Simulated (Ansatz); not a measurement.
Start from `C[SiH2]B(C)C` and change one atom or group to get `CB(C)[SiH2]F`.

Ansatz, PBE0-D4/def2-TZVP geometries, multiplicity 1. Each molecule was computed in one conformer, which needn't be the lowest.

```
                                        property  `C[SiH2]B(C)C`
            HOMO–LUMO gap (PBE0/def2-TZVPP) / eV            6.14
  size of the dipole moment (PBE/def2-TZVPP) / D            1.13
           LUMO energy (ωB97M-V/def2-TZVPP) / eV            0.79
              LUMO energy (PBE0/def2-TZVPP) / eV           -1.16
             HOMO–LUMO gap (PBE/def2-TZVPP) / eV            3.98
size of the dipole moment (B3LYP/def2-TZVPP) / D            1.10
```

(1) What does the change do to each property? (Estimate.)

Answers

(1) Computed: 
| property | `CB(C)[SiH2]F` | shift |
| --- | --- | --- |
| HOMO–LUMO gap (PBE0/def2-TZVPP) / eV | 6.17 | 0.03 |
| size of the dipole moment (PBE/def2-TZVPP) / D | 2.16 | 1.03 |
| LUMO energy (ωB97M-V/def2-TZVPP) / eV | 0.49 | -0.30 |
| LUMO energy (PBE0/def2-TZVPP) / eV | -1.50 | -0.34 |
| HOMO–LUMO gap (PBE/def2-TZVPP) / eV | 3.96 | -0.02 |
| size of the dipole moment (B3LYP/def2-TZVPP) / D | 2.18 | 1.08 |

Dipoles are sizes alone; their direction can turn.

B3LYP here is the variant with VWN-RPA as its local correlation; programs differ in this.
